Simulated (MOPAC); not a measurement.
MOPAC input (AM1):

```
AM1 1SCF UHF MS=0.5 GEO-OK AUX(PRECISION=9) THREADS=1
Br2Sb

Sb    0.14925100 1   -0.58985300 1    0.71379300 1
Br    1.76580500 1    0.89714800 1   -0.52576700 1
Br   -1.98328500 1   -0.03764800 1   -0.51433100 1
```

From the output:

```
                                                       MOPAC v23.2.5 Linux

          FINAL HEAT OF FORMATION =         -8.49385 KCAL/MOL =     -35.53827 KJ/MOL

          COSMO AREA              =        131.51 SQUARE ANGSTROMS
          COSMO VOLUME            =        125.69 CUBIC ANGSTROMS

          IONIZATION POTENTIAL    =          9.020942 EV
          ALPHA SOMO LUMO (EV)    =         -9.021 -1.569
          BETA  SOMO LUMO (EV)    =        -10.489 -2.805
          NO. OF ALPHA ELECTRONS  =         10
          NO. OF BETA  ELECTRONS  =          9
          MOLECULAR WEIGHT        =        281.5580         POINT GROUP:  C2v

          MOLECULAR DIMENSIONS (Angstroms)

            Atom       Atom       Distance
           Br     3   Br     2     3.86389
           Br     3   Sb     1     1.62127
           Sb     1   Br     2     0.00000

          SCF CALCULATIONS        =          1

   ATOM   CHEMICAL          X               Y               Z
  NUMBER   SYMBOL      (ANGSTROMS)     (ANGSTROMS)     (ANGSTROMS)

     1      Sb          0.14925100  *  -0.58985300  *   0.71379300  *
     2      Br          1.76580500  *   0.89714800  *  -0.52576700  *
     3      Br         -1.98328500  *  -0.03764800  *  -0.51433100  *

                             CARTESIAN COORDINATES

   1   Sb        0.149251000    -0.589853000     0.713793000
   2   Br        1.765805000     0.897148000    -0.525767000
   3   Br       -1.983285000    -0.037648000    -0.514331000

           Empirical Formula: Sb Br2  =     3 atoms

      MOLECULAR POINT GROUP   :   C2v

          ALPHA EIGENVALUES
 -30.41798 -30.00775 -19.24384 -12.59876 -11.80114 -11.70726 -11.22168 -10.88068
 -10.64350  -9.02094  -1.56890  -1.31219

           BETA EIGENVALUES
 -30.21826 -29.80625 -18.77248 -12.47076 -11.74892 -11.35923 -10.89868 -10.80282
 -10.48948  -2.80484  -1.54867  -1.31769

              NET ATOMIC CHARGES AND DIPOLE CONTRIBUTIONS

  ATOM NO.   TYPE          CHARGE      No. of ELECS.   s-Pop       p-Pop
    1         Sb           0.661688        4.3383     1.92610     2.41221
    2         Br          -0.330853        7.3309     1.98858     5.34228
    3         Br          -0.330835        7.3308     1.98858     5.34226
 DIPOLE           X         Y         Z       TOTAL
 POINT-CHG.     0.820    -3.241     3.921     5.153
 HYBRID        -0.276     1.092    -1.320     1.735
 SUM            0.543    -2.148     2.602     3.417

          ATOMIC ORBITAL ELECTRON POPULATIONS

     Atom    s        px        py        pz
    1 Sb   1.92610   0.61701   0.91486   0.88034
    2 Br   1.98858   1.72876   1.77311   1.84041
    3 Br   1.98858   1.55116   1.94812   1.84298

                    (SZ)    =    0.500000
                    (S**2)  =    0.758707

          ATOMIC ORBITAL SPIN POPULATIONS

    Atom   Total    s     px     py     pz
         Atomic
    1 Sb  0.8236  0.013 -0.011  0.474  0.347
    2 Br  0.0881  0.000  0.022  0.038  0.028
    3 Br  0.0883  0.000  0.038  0.022  0.028

 **********************
 *                    *
 * JOB ENDED NORMALLY *
 *                    *
 **********************

 == MOPAC DONE ==
```

The geometry given is a B3LYP-D3(BJ)/def2-TZVP minimum.
